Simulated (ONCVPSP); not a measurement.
# Scattering properties, ONCV potential for Ho

ONCVPSP 4.0.1 input, shortened (lines: element, Z, core and valence counts, functional; n l f; lmax; l rc ep ncon nbas qcut; lloc lpopt rc5 dvloc0; l nproj debl; icmod fcfact rcfact), PBEsol, scalar-relativistic:

```
  Ho 67.00    9    5  -116133      upf
    1    0    2.00
    2    0    2.00
    2    1    6.00
    3    0    2.00
    3    1    6.00
    3    2   10.00
    4    0    2.00
    4    1    6.00
    4    2   10.00
    4    3   10.50
    5    0    2.00
    5    1    6.00
    5    2    0.50
    6    0    2.00
    3
    0    1.90    0.00    3    7    7.60
    1    1.60    0.00    4    9    5.60
    2    3.45    0.00    4    9    3.90
    3    1.20    0.00    4    8   16.40
    3    5    1.20    0.00
    0    2    0.60
    1    3    2.20
    2    2    3.10
    3    0    2.30
    1    0.20    0.00
```

The phase is arctan(r·R′/R) of the radial function R(r), unwrapped; energies in Ha, scanned from -3 to 5 Ha. A pole is an energy at which the radial function vanishes at the test radius. The pseudo phase is shifted by a multiple of π to meet the all-electron one at the reference energy, and phase errors are pseudo minus all-electron; the curves can meet again beyond the range given. Levels narrower than the energy grid can be missing from the lists of poles. Where the grid stepped over a known ghost or core level, its pole and its step of π were put in at the level’s energy.

**Question.** For each channel, where are the poles, and over which energies does the pseudopotential scatter like the atom?

**Answer.**

```
channel  radius (bohr)  reference energy (Ha)  poles, all-electron      poles, pseudo  unbroken range about the reference energy with phases within 0.05 rad  phase error 1 Ha above the reference energy (rad)
      s           1.93                  -0.15                -1.47              -1.47                                                        the whole range                                             -0.001
      p           1.63                  -1.01                 0.90               0.90                                                        the whole range                                             -0.000
      d           3.50                  -0.06     0.12, 1.82, 4.63  -1.54, 0.13, 1.93                                                            -1.5 to 0.4                                             +0.180
      f           1.21                  -0.23                 0.56               0.66                                                            -0.7 to 1.1                                             +0.033
```

Note: ghosts flagged at negative energy: s at -610.1 eV, d at -42.0 eV; GHOST(+) flagged for p at 0.95 eV. A true bound ghost makes a file unfit for plane-wave use.

Phases in the p channel:

```tsv
E (Ha)	all-electron	pseudo
-2.98	0.936	0.936
-2.54	0.701	0.701
-2.10	0.230	0.230
-1.66	-0.478	-0.478
-1.22	-0.982	-0.982
-0.78	-1.237	-1.237
-0.34	-1.377	-1.377
0.10	-1.465	-1.465
0.54	-1.529	-1.529
0.98	-1.579	-1.579
1.42	-1.623	-1.623
1.86	-1.664	-1.664
2.30	-1.706	-1.706
2.74	-1.754	-1.754
3.18	-1.812	-1.812
3.62	-1.890	-1.890
4.06	-2.007	-2.007
4.50	-2.211	-2.210
4.94	-2.611	-2.611
```
